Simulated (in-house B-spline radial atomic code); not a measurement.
Settings and results of a run for Sm¹²⁺ (with a hole in an inner shell). Method: Dirac-Hartree-Fock, average of configuration, Fermi nucleus of rms radius 5.0819 fm. Calculated with a radial B-spline atomic code at the basis-set limit.

Command:
```bash
python run_scf.py task.json out
```
Settings (nuclear radius in fm, mass in u):
```
Z                62
configuration    1s2 2s2 2p6 3s1 3p6 3d10 4s2 4p6 4d10 4f3 5s2
hamiltonian      dirac
method           hf
spin_polarised   False
nucleus          fermi
rms_radius       5.0819
atomic_mass      151.91974
speed_of_light   137.035999084
```

Output (hartree, bohr):
```
 radial grid: 64 intervals, B-splines of order 8, outer radius 11.4173 bohr

 iter        energy (Eh)    residual
    1      -10264.070958    2.47e+00
    2      -10313.388394    1.23e+00
    3      -10323.809385    3.41e-01
    4      -10324.876424    9.86e-02
    5      -10324.962355    4.85e-02
    6      -10324.982098    2.43e-03
    7      -10324.982160    3.63e-04
    8      -10324.982160    3.56e-05
    9      -10324.982160    1.29e-06
   10      -10324.982160    5.39e-08

 total energy                    -10324.98216
 kinetic                           11189.1140
 electron-nucleus                 -24853.0637
 electron-electron                  3338.9675

 first-order corrections (not in the total)
   Gaunt                            10.2930
   retardation                      -1.0817
   frequency dependence             -0.1347
   self-energy                       7.1493
   Uehling                          -1.1204
   Wichmann-Kroll                    0.0336
   recoil                            0.0241

 orbital      occ     eigenvalue          <r>       <r^2>       <1/r>     <1/r^3>       r_max    small
 1s1/2      2.000     -1741.9292    0.0227376 0.000704599     68.8123           -     0.01449  5.31e-02
 2s1/2      2.000      -297.2541    0.0964324   0.0110401     16.3665           -     0.08224  1.17e-02
 2p1/2      2.000      -281.7698     0.080777  0.00805806     16.3187           -     0.06241  1.17e-02
 2p3/2      4.000      -259.5202    0.0873511  0.00929127     14.5579     8878.02     0.06801  1.09e-02
 3s1/2      1.000       -74.4755     0.253575   0.0737047     5.98152           -       0.233  3.71e-03
 3p1/2      2.000       -67.3709     0.242441   0.0683282      5.9044           -      0.2201  3.66e-03
 3p3/2      4.000       -62.7196     0.254809   0.0752811      5.4619     1889.95      0.2318  3.44e-03
 3d3/2      4.000       -51.5116     0.226348   0.0602293     5.32627     314.488      0.1848  3.30e-03
 3d5/2      6.000       -50.5111     0.230189   0.0621554     5.21565     282.231      0.1881  3.24e-03
 4s1/2      2.000       -22.1452     0.565628    0.360688      2.5463           -       0.533  1.22e-03
 4p1/2      2.000       -19.4658     0.578137    0.379001     2.42483           -      0.5373  1.12e-03
 4p3/2      4.000       -18.3779     0.602644    0.411505     2.28761     430.352      0.5606  1.06e-03
 4d3/2      4.000       -13.8569     0.627943    0.453288     2.09995     62.8023      0.5657  9.21e-04
 4d5/2      6.000       -13.6520      0.63651     0.46546     2.06404     55.8027      0.5734  9.01e-04
 4f5/2      1.286        -8.5972     0.686085    0.555383     1.75514     10.4089      0.5434  6.70e-04
 4f7/2      1.714        -8.5661     0.690118    0.561647     1.74367     10.1536      0.5468  6.64e-04
 5s1/2      2.000        -8.5035      1.18871     1.56867     1.13997           -       1.138  3.69e-04
```

Time taken, with all properties: 1.3 s on 1 thread of Arm Neoverse V1, with other jobs on the host.

For the Dirac Hamiltonian the kinetic term is c α·p + (β - 1)c².
